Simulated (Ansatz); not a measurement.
Consider the ligand exchange at the Al–S bond: `N[SiH2][S][AlH2]` + `NCF` → `FC[NH][AlH2]` + `N[SiH2]S`.

Isolated molecules relaxed with PBE0-D4/def2-TZVP in Ansatz; ΔE leaves out vibrations. CCSD(T)/CBS is the MP2 limit (def2-TZVPP, def2-QZVPP) plus CCSD(T) − MP2 in def2-TZVPP, frozen cores. DFT in def2-TZVPP. B3LYP here is the variant with VWN-RPA as its local correlation; programs differ in this. HSE06 is defined as in plane-wave codes. One conformer a species, not always the lowest.

```tsv
level	ΔE (kJ/mol)	difference from CCSD(T)/CBS
LDA (SPW92)	39.8	0.9
PBE-D4	44.3	5.4
BLYP-D4	33.6	-5.3
r2SCAN-D4	42.2	3.3
B97M-V	38.7	-0.2
PBE0-D4	46.0	7.1
B3LYP-D4	35.8	-3.1
r2SCANh-D4	42.9	4.0
r2SCAN0-D4	43.7	4.8
BHLYP-D4	38.3	-0.6
ωB97X-V	37.6	-1.3
B2PLYP	34.1	-4.8
PBE-QIDH	43.6	4.7
PBE	41.9	3.0
revPBE	41.9	3.0
BLYP	29.5	-9.4
PBE0	43.7	4.8
B3LYP	31.9	-7.0
r2SCANh	42.2	3.3
r2SCAN0	42.9	4.0
HSE06	43.9	5.0
BHLYP	33.2	-5.7
CAM-B3LYP	29.1	-9.8
LC-ωPBE	39.1	0.2
RPA@PBE/def2-TZVPP	31.5	-7.4
HF/def2-SVP	38.7	-0.2
MP2/def2-SVP	39.6	0.7
CCSD/def2-SVP	36.1	-2.8
CCSD(T)/def2-SVP	37.3	-1.6
HF/def2-TZVPP	34.7	-4.2
MP2/def2-TZVPP	39.0	0.1
SCS-MP2/def2-TZVPP	34.8	-4.1
CCSD/def2-TZVPP	34.4	-4.5
CCSD(T)/def2-TZVPP	36.3	-2.6
HF/def2-QZVPP	33.1	-5.8
MP2/def2-QZVPP	40.0	1.1
SCS-MP2/def2-QZVPP	35.9	-3.0
HF/CBS(def2)	32.9	-6.0
MP2/CBS(def2)	41.6	2.7
CCSD/CBS(def2)	37.0	-1.9
CCSD(T)/CBS	38.9	0
```

Largest T1 diagnostic among the species: 0.012.

Leaving LDA and LC-ωPBE aside and taking each functional with its dispersion term where it has one, the values, not all of them listed here, spread over 14.6 kJ/mol, from CAM-B3LYP-D4 to HSE06-D4. The D4 term adds +4.0 kJ/mol with B3LYP and +2.3 kJ/mol with PBE0; it sums over pairs of atoms, weighted by their polarisabilities, and B3LYP, whose exchange is more repulsive, gets the larger term.
